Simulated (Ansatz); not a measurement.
CH5GeO can be A, `[CH3][GeH][OH]`•, or B, `[CH3][GeH2][O]`•.

Gas-phase electronic energies from Ansatz, PBE0-D4/def2-TZVP geometries. CCSD(T)/CBS is the MP2 limit (def2-TZVPP, def2-QZVPP) plus CCSD(T) − MP2 in def2-TZVPP, frozen cores. Functionals use def2-TZVPP. B3LYP here is the variant with VWN-RPA as its local correlation; programs differ in this. No spin–orbit coupling; open shells (•) take unrestricted orbitals. For Ge outer-core shells are correlated without core-valence functions, which leaves a few kJ/mol of doubt a bond. Scalar relativity is left out up to krypton. One conformer a species, not always the lowest.

(1) Which is lower in electronic energy at CCSD(T)/CBS, and by how much? (Best estimate.)

(2) Give E(B) − E(A) in kcal/mol with BLYP-D4, HF/def2-TZVPP, PBE-D4, MP2/def2-TZVPP, B2PLYP, B3LYP-D4, ωB97M-V. (Best estimate.)

(3) Does the order hold for the free energy at 298.15 K (harmonic terms from PBE0-D4)? (Best estimate.)

Largest T1 diagnostic: 0.014.

## Answers

(1) Ansatz gave: A, by 34.1 kcal/mol.

(2) The calculation gave: BLYP-D4 33.1, HF/def2-TZVPP 16.7, PBE-D4 35.3, MP2/def2-TZVPP 39.8, B2PLYP 33.7, B3LYP-D4 32.3, ωB97M-V 33.9. None reverses the order clearly.

(3) The calculation gave: Yes: G(B) − G(A) = +32.3 kcal/mol, for one conformer each.

At CCSD(T), def2-SVP lies −4.7 kcal/mol from the extrapolated value and def2-TZVPP −1.8 kcal/mol. Leaving LDA and LC-ωPBE aside and taking each functional with its dispersion term where it has one, the values, not all of them listed here, spread over 7.4 kcal/mol, from BHLYP-D4 to PBE-D4. LDA lies +6.4 kcal/mol from PBE without D4.
